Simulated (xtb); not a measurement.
Au2, SMILES [Au][Au], multiplicity 1. All values are semi-empirical tight-binding results from xtb (GFN2-xTB unless named), good for trends rather than for accurate numbers. Geometry: GFN2-xTB. The spin state was assumed, not searched.

Optimised geometry:

Bonded distances (Å): Au1–Au2 2.497.
Charge 0, spin multiplicity 1.

For metal compounds this method's bond lengths and energies can be far off.

Task: Estimate the properties. (The exact figures need the calculation; the answer reports its results.)

Result: 
```
Quantity                       Value
---------------------------  -------
point group as xtb finds it      D∞h
orbital gap                  3.37 eV
```

Computed atomic charges and the Wiberg bond orders between heavy atoms:
charges (e) Au1 0.00, Au2 0.00. Bond orders Au1–Au2 1.01.
